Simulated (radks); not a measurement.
Values are calculated unless marked as measured or tabulated.
Question: Code: a radial shooting solver on a logarithmic mesh with Libxc functionals. Model: scalar-relativistic Kohn-Sham, r2SCAN, spin-polarised, spherical densities, finite nucleus; open shells are filled with parallel spins first; meta-GGA in the generalised Kohn-Sham scheme; Fermi nuclear charge, rms radius of each element as measured or else 0.836 A^(1/3) + 0.57 fm. Each species is in its NIST ground configuration. Rank Cl3+, Al3+, P3+, Si3+, Mg3+, Ar3+, S3+ by Delta-SCF ionisation energy (eV), largest first.

Answer: Al3+ 121.62, Mg3+ 109.94, Ar3+ 59.849, Cl3+ 53.543, P3+ 50.750, S3+ 47.047, Si3+ 45.106.
